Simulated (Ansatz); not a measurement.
HP, triplet, at a GFN2-xTB geometry; HF/def2-SVP (Ansatz, a first-principles code).

The Ansatz input:
Ansatz 0.2 input:
```yaml
crystal:
  periodic: [false, false, false]
  atoms:
    - {symbol: P, position_ang: [-0.00000000, -0.00000000, -0.08742886]}
    - {symbol: H, position_ang: [0.00000000, 0.00000000, 1.31143294]}
basis:
  gaussian:
    orbitals: def2-SVP
hamiltonian:
  xc: hf
magnetization: {spin_polarized: true, initial_magnetization: 2}
```

Output, abridged:

```
Functional definition: HF
213 factors; integrals over basis functions are off by at most 1.2e-3 eV
mean field evaluation 1: about -9283.5239 eV, gradient 5.4e0 eV
mean field evaluation 2: about -9283.5244 eV, gradient 5.4e0 eV
mean field evaluation 4: about -9283.8635 eV, gradient 5.5e-1 eV
mean field evaluation 8: about -9283.8692 eV, gradient 1.1e-5 eV
mean field -9283.86920069 eV, -341.1759002929 hartree, gradient 1.1e-5 eV, S^2 2.020573; 0 other end points of the search recorded, 0 dependent functions left out
reference -9283.86920069 eV, -341.1759002929 hartree; 9, 7 occupied and 14, 16 virtual orbitals, 213 factors
Total energy: -9283.86920069 eV, -341.1759002929 hartree
```
